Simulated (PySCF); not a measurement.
Isomers of C5H3N3, one GFN2-xTB conformer each. Single-point energies are computed at PBE0/pcSseg-1 (PySCF, gas phase, no added dispersion term), electronic only.

**Question.** Rank them by PBE0/pcSseg-1 energy, lowest first (kcal/mol).
A. pyrazinecarbonitrile, `N#Cc1cnccn1`
B. `C#CC1=CN=NN=C1`
C. `[N:1]#[C:2][CH2:3][CH:4]([C:5]#[N:6])[C:7]#[N:8]` with C2–C3–C4–C5 173°

**Answer.** A (0.0), C (22.9), B (71.3).

As drawn, the lowest has a C≡N group, which the highest lacks; the highest has a C≡C bond and an N–N linkage, which the lowest lacks. GFN2-xTB itself gives, in the same order: 0.0, 38.2, 45.8. Both levels put the same isomer lowest; measured from each level's own lowest isomer, the values differ by up to 25.5 kcal/mol (C#Cc1cnnnc1: 45.8 against 71.3).

**Question.** Which frontier levels, dipoles and rotational constants go with these structures?

**Answer.** 
| SMILES | HOMO (eV, PBE0/pcSseg-1) | LUMO (eV) | dipole (D) | A, B, C (MHz) |
| --- | --- | --- | --- | --- |
| N#Cc1cnccn1 | -8.07 | -2.54 | 4.09 | 6115, 1643, 1295 |
| N#CCC(C#N)C#N | -10.34 | -1.02 | 3.04 | 3383, 1485, 1080 |
| C#Cc1cnnnc1 | -7.40 | -2.61 | 5.30 | 6459, 1583, 1271 |
